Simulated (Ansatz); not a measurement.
Ti2B2, relaxed as a singlet with RKS r2SCAN-D4/def2-SVP in Ansatz, starting from the GFN1-xTB geometry. Force threshold 0.02 eV/Å.

No other spin state of charge 0 was run. The structure comes from a short search, and lower isomers may exist.

Start:

```
atom   x (Å)   y (Å)   z (Å)
 Ti1  -1.092   0.978  -0.353
 Ti2  -0.499  -0.970   1.043
  B3   0.543  -0.492  -0.923
  B4   1.048   0.484   0.233
```

```csv
step,energy (eV),largest force component (eV/Å),SCF passes
1,-47565.6973,2.657,88
2,-47566.2991,0.447,51
3,-47566.3114,0.078,45
4,-47566.3119,0.010,45
```

Force components are those of the run's own axes.

End:

```xyz
4

Ti   -1.013    0.880   -0.304
Ti   -0.479   -0.873    0.950
B     0.495   -0.491   -0.897
B     0.997    0.483    0.251
```

By distances, no bond broke or formed. The bond that changes most is Ti1–Ti2, from 2.47 to 2.22 Å (atoms count from 1). The end is the same structure that another start reached, the lowest one found.

No frequencies were taken in this run, so the end may be a saddle point.

It took 18 s on 4 threads of Arm Neoverse V1 on a shared host.
